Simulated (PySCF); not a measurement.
CH₇FOSi₂, SMILES FC[SiH2]O[SiH3]. Heavy atoms are numbered as in [F:1][CH2:2][SiH2:3][O:4][SiH3:5]. Hydrogens are named by the atom that carries them.

Coordinates come from a B3LYP-D3(BJ)/def2-SVP optimisation. One conformer was computed; it need not be the lowest.

Calculation: B3LYP/def2-TZVP (PySCF).

Atomic charges (e), one atom of each kind:

```
atom        Mulliken  Löwdin  meta-Löwdin
----------  --------  ------  -----------
F1             -0.25    0.06        -0.32
C2 (CH2)       -0.05   -0.44        -0.15
Si3 (SiH2)      0.42    0.22          ___
O4             -0.40   -0.02          ___
Si5 (SiH3)      0.36    0.18         0.77
H on C2         0.10    0.12         0.12
H on Si3       -0.06   -0.04          ___
H on Si5       -0.06   -0.05          ___
```

What belongs in the gaps? (An estimate is asked for; the answer gives what the named calculation found.)


- Si3 (SiH2), meta-Löwdin: 0.91
- O4, meta-Löwdin: -0.84
- H on Si3, meta-Löwdin: -0.12
- H on Si5, meta-Löwdin: -0.12

Computed Mayer and Wiberg (Löwdin basis) orders of the bonds:
```json
[
 {"bond": "F1–C2", "Mayer": "0.93", "Wiberg": "1.63"},
 {"bond": "C2–Si3", "Mayer": "0.98", "Wiberg": "1.13"},
 {"bond": "Si3–O4", "Mayer": "1.09", "Wiberg": "1.56"},
 {"bond": "O4–Si5", "Mayer": "1.11", "Wiberg": "1.59"}
]
```
